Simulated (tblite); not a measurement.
Compound: CH₁₄N₂Si₄.
Numbering: `[SiH3:1][NH:2][CH2:3][SiH2:4][N:5]([SiH3:6])[SiH3:7]` (hydrogens: H8, H9, H10 on Si1; H11 on N2; H12, H13 on C3; H14, H15 on Si4; H16, H17, H18 on Si6; H19, H20, H21 on Si7)

Structure optimised with GFN2-xTB, isolated species.

(1) List the bond lengths, angles and torsions at this level.

Answers

(1) 
```json
{"bond": "Si1–N2", "length (pm)": "171.5"}
{"bond": "N2–C3", "length (pm)": "145.2"}
{"bond": "C3–Si4", "length (pm)": "191.5"}
{"bond": "Si4–N5", "length (pm)": "174.7"}
{"bond": "N5–Si6, N5–Si7", "length (pm)": "174.4"}
{"bond": "Si1–H8, Si1–H10", "length (pm)": "146.4"}
{"bond": "Si1–H9", "length (pm)": "147.4"}
{"bond": "N2–H11", "length (pm)": "101.0"}
{"bond": "C3–H12, C3–H13", "length (pm)": "109.4"}
{"bond": "Si4–H14, Si4–H15", "length (pm)": "146.4"}
{"bond": "Si6–H16 and 4 like bonds", "length (pm)": "146.3"}
{"bond": "Si7–H19", "length (pm)": "146.9"}
```

Bonds in one row agree within 1 pm and their mean is given. A selection of angles:
```json
{"angle": "N2–Si1–H8", "degrees": "105.1"}
{"angle": "N2–Si1–H9", "degrees": "117.5"}
{"angle": "N2–Si1–H10", "degrees": "103.9"}
{"angle": "H8–Si1–H9", "degrees": "108.2"}
{"angle": "H8–Si1–H10", "degrees": "112.6"}
{"angle": "H9–Si1–H10", "degrees": "109.6"}
{"angle": "Si1–N2–C3", "degrees": "122.9"}
{"angle": "Si1–N2–H11", "degrees": "116.4"}
{"angle": "C3–N2–H11", "degrees": "110.2"}
{"angle": "N2–C3–Si4", "degrees": "113.6"}
{"angle": "N2–C3–H12", "degrees": "108.1"}
{"angle": "Si4–C3–H12", "degrees": "110.0"}
{"angle": "Si4–C3–H13", "degrees": "110.6"}
{"angle": "H12–C3–H13", "degrees": "106.7"}
{"angle": "C3–Si4–N5", "degrees": "108.3"}
{"angle": "C3–Si4–H14", "degrees": "110.0"}
{"angle": "C3–Si4–H15", "degrees": "111.5"}
{"angle": "N5–Si4–H14", "degrees": "108.4"}
{"angle": "H14–Si4–H15", "degrees": "110.8"}
{"angle": "Si4–N5–Si6", "degrees": "122.3"}
{"angle": "Si4–N5–Si7", "degrees": "119.9"}
{"angle": "Si6–N5–Si7", "degrees": "117.0"}
{"angle": "N5–Si6–H16", "degrees": "110.1"}
{"angle": "N5–Si6–H17", "degrees": "107.8"}
{"angle": "H16–Si6–H17", "degrees": "111.0"}
{"angle": "H16–Si6–H18", "degrees": "109.7"}
```

Dihedral angles: Si1–N2–C3–Si4 -85° (synclinal); N2–C3–Si4–N5 -33° (synclinal); C3–Si4–N5–Si6 101° (anticlinal). The mirror-image conformer, all signs reversed, is as good.

N2 (silicon-bound nitrogen) has angles 122.9°, 116.4° and 110.2°, sum 349.5°, 0.25 Å off the plane of its three neighbours. Si4 (SiH2 silicon) is tetrahedral (angles from 107.8° to 111.5°). The N–Si distances run from 1.715 Å (Si1–N2, drawn single) to 1.747 Å (Si4–N5, drawn single), a spread of 0.032 Å. Of the pairs four or more bonds apart, Si7···H11 is among the closest relative to their van der Waals radii: 3.10 Å, 94 % of the sum of Bondi's values. Si1 (SiH3 silicon) is distorted tetrahedral (angles from 103.9° to 117.5°). N5 (nitrogen bridging silicon atoms) is almost planar (angles 122.3°, 119.9° and 117.0°, sum 359.2°, 0.09 Å off the plane of its three neighbours). Si6 (SiH3 silicon) is tetrahedral (angles from 107.5° to 111.0°).

Point group: C1 (no symmetry element, even within 0.4 Å). Its lowest GFN2-xTB frequency is 8i cm⁻¹, too small to tell a flat minimum from a shallow saddle. The numbers are those of one conformer.

All values are computed, not measured.
